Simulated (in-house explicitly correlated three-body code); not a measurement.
Computed with an exponentially correlated three-body code. Model: two electrons around a point charge, non-relativistic, variational in 260 exponentially correlated functions (energies converged to about 1e-7 hartree, or 1e-8 relative for large Z).

For two electrons in a singlet the Kohn-Sham orbital is the square root of half the density, so the exact Kohn-Sham potential and energy parts follow from the density alone, and exchange is minus half the Hartree energy. The Kohn-Sham level equals minus the binding energy of the second electron.

Command:
```bash
python run_hyl.py task.json out
```
Settings (lengths in bohr, energies in hartree):
```
Z                      0.985
interaction_strength   1
functions              260
states_tried           1
```

Time taken, with all properties: 7.3 s on 1 thread of Intel(R) Xeon(R) Platinum 8488C (Sapphire Rapids) (shared host).

**Converged states only, values per electron or pair.**

Given: nuclear charge 0.985.

```tsv
term	mean r (bohr)	mean r squared (bohr²)	mean inverse r (1/bohr)	mean r12 (bohr)	mean inverse r12 (1/bohr)	mean cosine	mean p1 dot p2 (bohr⁻²)	delta r1 (bohr⁻³)	delta r12 (bohr⁻³)
1 1S	2.8206	13.138	0.66725	4.6093	0.2995	-0.1048	0.030843	0.15602	0.0024353
```

**Exact Kohn-Sham parts of the ground state from its density.**

Computed: total energy -0.507492748 hartree; Kohn-Sham kinetic 0.47991 hartree; exchange energy -0.3695 hartree; kinetic part of the DFT correlation energy 0.027582 hartree; potential part of the DFT correlation energy -0.070005 hartree; exact minus restricted Hartree-Fock -0.039906 hartree; Kohn-Sham level -0.609 eV; restricted Hartree-Fock level -1.1124 eV.

**Question.** What is the Hartree energy?

**Answer.** 0.73901 hartree.

**Question.** What is the DFT correlation energy?

**Answer.** -0.042423 hartree.

**Functionals on the exact density and self-consistent, errors are functional minus exact, hybrids only self-consistent, a dash where a self-consistent run leaves the top level unbound.**

```json
{"result": "LDA VWN5", "exchange error (millihartree)": "42.122", "correlation error (millihartree)": "-28.246", "functional driven error (millihartree)": "13.877"}
{"result": "OLYP", "exchange error (millihartree)": "-14.514", "correlation error (millihartree)": "13.088", "functional driven error (millihartree)": "-1.426"}
{"result": "PBE", "exchange error (millihartree)": "-11.55", "correlation error (millihartree)": "12.464", "functional driven error (millihartree)": "0.91489"}
{"result": "PW91", "exchange error (millihartree)": "-12.65", "correlation error (millihartree)": "10.97", "functional driven error (millihartree)": "-1.6801"}
{"result": "r2SCAN", "exchange error (millihartree)": "-11.905", "correlation error (millihartree)": "12.924", "functional driven error (millihartree)": "1.019"}
{"result": "BLYP", "exchange error (millihartree)": "-15.086", "correlation error (millihartree)": "13.088", "functional driven error (millihartree)": "-1.9978"}
{"result": "SCAN", "exchange error (millihartree)": "?", "correlation error (millihartree)": "?", "functional driven error (millihartree)": "?"}
{"result": "TPSS", "exchange error (millihartree)": "-12.525", "correlation error (millihartree)": "10.721", "functional driven error (millihartree)": "-1.8041"}
```

**Question.** What belongs in the row SCAN?

**Answer.** exchange error (millihartree): -11.905; correlation error (millihartree): 12.924; functional driven error (millihartree): 1.019.

**Density and exact potentials over r, pair density (one pair, times 4 pi r12^2) and exact minus Kohn-Sham pair density over r12.**

```json
{"radius (bohr)": "0.223", "radial density (electrons/bohr)": "0.12623", "exchange potential (hartree)": "-0.65413", "intracule density (1/bohr)": "0.0018318", "Coulomb hole against Kohn-Sham (1/bohr)": "-0.005714", "correlation potential (hartree)": "-0.07"}
{"radius (bohr)": "0.27", "radial density (electrons/bohr)": "0.16904", "exchange potential (hartree)": "-0.64883", "intracule density (1/bohr)": "0.0027678", "Coulomb hole against Kohn-Sham (1/bohr)": "-0.008169", "correlation potential (hartree)": "-0.066"}
{"radius (bohr)": "0.326", "radial density (electrons/bohr)": "0.22139", "exchange potential (hartree)": "-0.64174", "intracule density (1/bohr)": "0.004168", "Coulomb hole against Kohn-Sham (1/bohr)": "-0.01152", "correlation potential (hartree)": "-0.06"}
{"radius (bohr)": "0.394", "radial density (electrons/bohr)": "0.28418", "exchange potential (hartree)": "-0.63219", "intracule density (1/bohr)": "0.0063011", "Coulomb hole against Kohn-Sham (1/bohr)": "-0.0161", "correlation potential (hartree)": "-0.053"}
{"radius (bohr)": "0.476", "radial density (electrons/bohr)": "0.35542", "exchange potential (hartree)": "-0.61965", "intracule density (1/bohr)": "0.0095219", "Coulomb hole against Kohn-Sham (1/bohr)": "-0.02215", "correlation potential (hartree)": "-0.044"}
{"radius (bohr)": "0.576", "radial density (electrons/bohr)": "0.43201", "exchange potential (hartree)": "-0.6033", "intracule density (1/bohr)": "0.014415", "Coulomb hole against Kohn-Sham (1/bohr)": "-0.02991", "correlation potential (hartree)": "-0.032"}
{"radius (bohr)": "0.696", "radial density (electrons/bohr)": "0.50611", "exchange potential (hartree)": "-0.58279", "intracule density (1/bohr)": "0.021647", "Coulomb hole against Kohn-Sham (1/bohr)": "-0.03918", "correlation potential (hartree)": "-0.018"}
{"radius (bohr)": "0.841", "radial density (electrons/bohr)": "0.56917", "exchange potential (hartree)": "-0.55756", "intracule density (1/bohr)": "0.032208", "Coulomb hole against Kohn-Sham (1/bohr)": "-0.04941", "correlation potential (hartree)": "-0.003"}
{"radius (bohr)": "1.02", "radial density (electrons/bohr)": "?", "exchange potential (hartree)": "?", "intracule density (1/bohr)": "?", "Coulomb hole against Kohn-Sham (1/bohr)": "?", "correlation potential (hartree)": "?"}
{"radius (bohr)": "1.23", "radial density (electrons/bohr)": "0.62221", "exchange potential (hartree)": "-0.49219", "intracule density (1/bohr)": "0.06787", "Coulomb hole against Kohn-Sham (1/bohr)": "-0.06599", "correlation potential (hartree)": "0.031"}
{"radius (bohr)": "1.48", "radial density (electrons/bohr)": "0.59931", "exchange potential (hartree)": "-0.45409", "intracule density (1/bohr)": "0.093564", "Coulomb hole against Kohn-Sham (1/bohr)": "-0.06656", "correlation potential (hartree)": "0.046"}
{"radius (bohr)": "1.79", "radial density (electrons/bohr)": "0.54332", "exchange potential (hartree)": "-0.41194", "intracule density (1/bohr)": "0.12471", "Coulomb hole against Kohn-Sham (1/bohr)": "-0.05781", "correlation potential (hartree)": "0.056"}
{"radius (bohr)": "2.17", "radial density (electrons/bohr)": "0.46265", "exchange potential (hartree)": "-0.36766", "intracule density (1/bohr)": "0.15746", "Coulomb hole against Kohn-Sham (1/bohr)": "-0.03817", "correlation potential (hartree)": "0.059"}
{"radius (bohr)": "2.62", "radial density (electrons/bohr)": "0.37353", "exchange potential (hartree)": "-0.32429", "intracule density (1/bohr)": "0.18414", "Coulomb hole against Kohn-Sham (1/bohr)": "-0.01142", "correlation potential (hartree)": "0.053"}
{"radius (bohr)": "3.17", "radial density (electrons/bohr)": "0.28558", "exchange potential (hartree)": "-0.28189", "intracule density (1/bohr)": "0.19725", "Coulomb hole against Kohn-Sham (1/bohr)": "0.01554", "correlation potential (hartree)": "0.041"}
{"radius (bohr)": "3.83", "radial density (electrons/bohr)": "0.20833", "exchange potential (hartree)": "-0.24242", "intracule density (1/bohr)": "0.18963", "Coulomb hole against Kohn-Sham (1/bohr)": "0.03299", "correlation potential (hartree)": "0.026"}
{"radius (bohr)": "4.62", "radial density (electrons/bohr)": "0.14474", "exchange potential (hartree)": "-0.20665", "intracule density (1/bohr)": "0.16105", "Coulomb hole against Kohn-Sham (1/bohr)": "0.03588", "correlation potential (hartree)": "0.014"}
{"radius (bohr)": "5.59", "radial density (electrons/bohr)": "0.093776", "exchange potential (hartree)": "-0.17418", "intracule density (1/bohr)": "0.11817", "Coulomb hole against Kohn-Sham (1/bohr)": "0.02657", "correlation potential (hartree)": "0.006"}
{"radius (bohr)": "6.75", "radial density (electrons/bohr)": "?", "exchange potential (hartree)": "?", "intracule density (1/bohr)": "?", "Coulomb hole against Kohn-Sham (1/bohr)": "?", "correlation potential (hartree)": "?"}
{"radius (bohr)": "8.16", "radial density (electrons/bohr)": "0.030428", "exchange potential (hartree)": "-0.12173", "intracule density (1/bohr)": "0.040039", "Coulomb hole against Kohn-Sham (1/bohr)": "0.003531", "correlation potential (hartree)": "0.001"}
{"radius (bohr)": "9.86", "radial density (electrons/bohr)": "0.014535", "exchange potential (hartree)": "-0.10114", "intracule density (1/bohr)": "0.018422", "Coulomb hole against Kohn-Sham (1/bohr)": "-0.0006799", "correlation potential (hartree)": "0"}
{"radius (bohr)": "11.9", "radial density (electrons/bohr)": "0.006006", "exchange potential (hartree)": "-0.083949", "intracule density (1/bohr)": "0.0072989", "Coulomb hole against Kohn-Sham (1/bohr)": "-0.001284", "correlation potential (hartree)": "0"}
{"radius (bohr)": "14.4", "radial density (electrons/bohr)": "0.0020399", "exchange potential (hartree)": "-0.069424", "intracule density (1/bohr)": "0.0024005", "Coulomb hole against Kohn-Sham (1/bohr)": "-0.0007526", "correlation potential (hartree)": "0"}
{"radius (bohr)": "17.4", "radial density (electrons/bohr)": "0.00056026", "exchange potential (hartree)": "-0.057467", "intracule density (1/bohr)": "0.00064629", "Coulomb hole against Kohn-Sham (1/bohr)": "-0.000284", "correlation potential (hartree)": "0"}
```

**Question.** What belongs in the row 1.02?

**Answer.** radial density (electrons/bohr): 0.61143; exchange potential (hartree): -0.52676; intracule density (1/bohr): 0.047555; Coulomb hole against Kohn-Sham (1/bohr): -0.05932; correlation potential (hartree): 0.015.

**Question.** What belongs in the row 6.75?

**Answer.** radial density (electrons/bohr): 0.056298; exchange potential (hartree): -0.14606; intracule density (1/bohr): 0.074568; Coulomb hole against Kohn-Sham (1/bohr): 0.01336; correlation potential (hartree): 0.002.

The correlation energy of density-functional theory lies 2.5 millihartree below exact minus Hartree-Fock, because the Hartree-Fock density, unlike the exact one, minimises the Hartree-Fock energy.
